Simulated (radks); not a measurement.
Species: the silicon ion Si+. Configuration: [Ne] 3s2 3p1 (the NIST ground configuration). Calculated with a radial shooting solver on a logarithmic mesh with Libxc functionals: scalar-relativistic Kohn-Sham, LDA (Slater exchange, Perdew-Wang correlation), spin-unpolarised, spherical densities, finite nucleus; Fermi nuclear charge, rms radius 3.1224 fm; hard spherical wall at 15 bohr.

Unscreened Slater integrals over Kohn-Sham orbitals (cm^-1). Empty in this configuration: 4s.

integral    value
F0(3p,3p)   80985
F2(3p,3p)   40942
F0(3p,3s)   87681
G1(3p,3s)   57228
F0(3p,2p)  110700
F2(3p,2p)   16688
G0(3p,2p)  6840.5
G2(3p,2p)  6598.5
F0(3p,2s)  109820
G1(3p,2s)  5309.1
F0(3p,4s)   44942
G1(3p,4s)  4887.8
F0(3s,3s)   96438
F0(3s,2p)  128550
G1(3s,2p)  9037.6
F0(3s,2s)  127770
G0(3s,2s)  7186.0
F0(3s,4s)   46069
G0(3s,4s)  3002.6
F0(2p,2p)  375590
F2(2p,2p)  171910
F0(2p,2s)  359590
G1(2p,2s)  214230
F0(2p,4s)   50906
G1(2p,4s)  1473.2
F0(2s,2s)  349270
F0(2s,4s)   50772
G0(2s,4s)  1156.7
F0(4s,4s)   35957

Derived for the open shells (J is the average intra-shell exchange parameter used in DFT+U). 3p: J = F2/5 = 8188 cm^-1.
